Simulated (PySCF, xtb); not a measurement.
C4H7BO, SMILES C(#C)B(CC)O. The values are those of a single conformer.

Harmonic wavenumbers (cm⁻¹) from GFN2-xTB (xtb) at its own minimum, in rising order: 30, 107, 167, 214, 234, 347, 443, 520, 644, 653, 679, 701, 769, 911, 984, 1009, 1083, 1168, 1233, 1269, 1331, 1414, 1477, 1508, 1512, 2211, 2948, 2991, 3018, 3031, 3038, 3356, 3603.

**Question.** What does PBE-D3(BJ)/def2-SVP in PySCF give at its own minimum? (Estimate from the structure and the level; the computed values follow.)

**Answer.** 39, 119, 175, 225, 248, 364, 470, 556, 635, 661, 662, 720, 733, 911, 947, 980, 1041, 1174, 1205, 1256, 1347, 1366, 1370, 1425, 1430, 2101, 2936, 2968, 3010, 3050, 3057, 3392, 3714. Paired by order, the mean absolute difference is 32 cm⁻¹ and the zero-point energies are 63.8 and 63.3 kcal/mol.
